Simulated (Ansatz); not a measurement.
The first iterations of a band of Cl3HHfO + H2 (8 atoms, charge 0, multiplicity 1).

The calculation used Ansatz, RKS PBE0-D4/def2-SVP.

```yaml
movable_images: 5
climbing_image: yes
spring: 5.0 eV/Å²
optimiser: quadratic models (default)
start_path: straight line
force_threshold: 0.03 eV/Å
iteration_limit: 60
end_points: relaxed
```

First end point:

```xyz
8
Properties=species:S:1:pos:R:3
Hf -0.245 0.245 -0.064
O -0.436 0.230 1.814
H -0.545 0.240 2.764
Cl 2.023 0.424 -0.640
Cl -1.387 2.110 -0.903
Cl -1.184 -1.701 -0.978
H 1.574 -2.543 1.203
H 1.260 -2.273 1.842
```

Last end point:

```xyz
8
Properties=species:S:1:pos:R:3
Hf 0.579 -0.119 -0.019
O -0.794 -0.667 1.762
H -1.417 -1.394 1.619
Cl 2.401 -0.043 -1.479
Cl -0.297 2.057 -0.018
Cl -0.676 -1.945 -0.905
H 1.661 -0.387 1.442
H -0.397 -0.769 2.637
```

| iteration | highest image above the first end (eV) | largest band force component (eV/Å) |
| --- | --- | --- |
| 1 | 7.124 | 21.565 |
| 2 | 2.731 | 3.188 |
| 3 | 1.536 | 3.573 |
| 4 | 1.228 | 1.324 |
| 5 | 1.165 | 1.289 |
| 6 | 1.127 | 1.848 |
| 7 | 1.021 | 0.383 |
| 8 | 1.163 | 0.718 |
| 9 | 1.236 | 0.713 |

Does the band converge within its limit, and where does its top end?

The run converged. It ended after 28 iterations with the highest image 1.337 eV above the first end. Neighbouring images differ by up to 1.3 eV, so the band resolves the path poorly. Another band between the same ends (5 images) ends at a top of the same energy, where a vibrational analysis finds 1 clearly imaginary mode. The orbitals stay closed-shell, which can raise the energy where a bond breaks towards radicals; this wasn't checked here.

The run took 5.6 min on 2 threads of Intel(R) Xeon(R) 6975P-C (Granite Rapids) (shared host), peak memory 0.31 GiB.
